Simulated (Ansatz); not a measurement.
A structure relaxed at PBE-D4/def2-SVP in Ansatz, charge 0, doublet:

Cartesian coordinates in Å:
```
V 0.020 -0.013 0.010
Te -2.267 -0.189 1.237
Te 1.273 2.253 -0.261
Te 1.471 0.247 -2.139
Te -0.498 -2.298 1.154
```

(1) Give its formula and point group.

(2) Summarise the bond lengths by kind (pairs closer than 1.2 times the sum of covalent radii, bridged metal pairs left out).

## Answers

(1) VTe₄. Point group D2 (tolerance 0.1 Å).

(2) 4 × Te–V 2.60 to 2.61 Å; 2 × Te–Te 2.75 Å. The metal has 4 neighbours: Te 2.60 Å, Te 2.60 Å, Te 2.61 Å, Te 2.61 Å.

In the def2 sets Te takes a core potential; there is no spin–orbit coupling. The charge 0 doublet is spin-contaminated (final ⟨S²⟩ up to 1.47, 0.75 for a pure state). The structure comes from a short search, and lower isomers may exist.
